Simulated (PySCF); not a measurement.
**Assigning NMR signals**

Atom-mapped SMILES (the numbers label the heavy atoms): `[Cl:1][Si@@H:2]1[CH2:3][O:4][CH2:5][C@H:6]([CH:7]2[CH2:8][CH2:9]2)[O:10]1`; H(Xn) means a hydrogen on atom n. Ha(C8), Ha(C9) are cis to C6 on the ring; Ha(C3), Ha(C5) are cis to Cl1 on the ring; Hb(C8), Hb(C9) are trans to C6 on the ring; Hb(C3), Hb(C5) are trans to Cl1 on the ring.

Computed data (PySCF 2.14.0 with density-fitted response routines): geometry from GFN2-xTB, shielding tensors at PBE0/pcSseg-1 (GIAO). No relativistic terms, gas phase, one conformer.

Chemical shifts δ = σref − σ; $^{13}$C (186.93 ppm), $^{1}$H (31.72 ppm) vs TMS, all at this level.

(1) Assign these signals to the numbered atoms. $^{13}$C{$^{1}$H} NMR (computed): δ 85.5, 77.6, 67.1, 16.9, 5.8, 3.6.

(2) Assign these signals to the numbered atoms. $^{1}$H NMR (400 MHz, computed): δ 5.42 (m, 1H), 3.90 (m, 1H), 3.78 (m, 1H), 3.52 (m, 1H), 3.41 (m, 1H), 3.13 (m, 1H), 0.70 (m, 1H), 0.61 (m, 1H), 0.44 (m, 1H), 0.39 (m, 1H), 0.04 (m, 1H).

Results:

(1) 
85.5 → C6, sp3 CH bonded to O: pulled downfield by the heteroatom
77.6 → C5, sp3 CH2 bonded to O: deshielded by the electronegative neighbour
67.1 → C3, sp3 CH2 bonded to O and Si: pulled downfield by the heteroatom
16.9 → C7, three-membered-ring carbon: carbons of three-membered rings are unusually shielded
5.8 → C9, three-membered-ring carbon
3.6 → C8, three-membered-ring carbon

(2) 
| δ (ppm) | atoms | environment | reason |
| --- | --- | --- | --- |
| 5.42 | H(Si2) | hydrogen on a silicon bonded to C, Cl, O, in a 6-membered ring | – |
| 3.90 | Hb(C5) | hydrogen on an sp3 CH2 bonded to O | its carbon carries O, which withdraws density |
| 3.78 | Hb(C3) | hydrogen on an sp3 CH2 bonded to O and Si | its carbon carries O, which withdraws density |
| 3.52 | Ha(C3) | hydrogen on an sp3 CH2 bonded to O and Si | – |
| 3.41 | Ha(C5) | hydrogen on an sp3 CH2 bonded to O | its carbon carries O, an electronegative neighbour |
| 3.13 | H(C6) | hydrogen on an sp3 CH bonded to O | its carbon carries O, an electronegative neighbour |
| 0.70 | H(C7) | hydrogen on a three-membered-ring carbon | cyclopropane-type protons are shielded by the ring |
| 0.61 | Hb(C9) | hydrogen on a three-membered-ring carbon | – |
| 0.44 | Hb(C8) | hydrogen on a three-membered-ring carbon | – |
| 0.39 | Ha(C9) | hydrogen on a three-membered-ring carbon | – |
| 0.04 | Ha(C8) | hydrogen on a three-membered-ring carbon | – |

Ha(C3) and Ha(C5); H(C7) and Hb(C9); Hb(C8) and Ha(C9) lie closer than the usual error of such a calculation, so a measured spectrum could show them in the other order.

Shifts are as computed. Against solution values, carbons near 30 ppm lie about +3 ppm off and those near 130 ppm about +5 ppm. Of 1211 compounds with measured shifts, 218 miss one by over three times the rms of a fit or turn the order of signals round; such compounds aren't used in these exercises. Multiplicities follow the n + 1 count of equivalent neighbours, as no J values were calculated; m marks all less simple cases, F and P coupling included.
